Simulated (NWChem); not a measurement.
# CuNH3Cl; SMILES [NH3]->[Cu][Cl]

```xyz
6

Cu     0.0000     0.0000     0.2284
Cl     0.0000     0.0000    -1.8624
N      0.0000     0.0000     2.1597
H      0.9365    -0.1809     2.5524
H     -0.6250    -0.7206     2.5524
H     -0.3116     0.9015     2.5524
```
Atoms are numbered in this order, from 1.

Level: PBE-D3(BJ)/def2-SVP (NWChem), optimised geometry, unscaled harmonic frequencies. 

```tsv
frequency (cm⁻¹)	IR intensity (km/mol)
120	2.8
120	2.8
371	19.0
487	5.8
590	27.2
590	27.2
1164	94.4
1575	20.7
1575	20.7
3360	0.0
3459	36.4
3459	36.4
```

```yaml
zero_point_energy: 24.1 kcal/mol
thermal correction to the enthalpy at 298.15 K (with zero-point energy): 27.9 kcal/mol
heat capacity Cv: 15.1 cal/(mol K)
entropy at 298.15 K and 1 atm (symmetry number 3): 70.1 cal/(mol K)
dipole_moment: 8.67 D
```

Rigid rotor and harmonic oscillator.
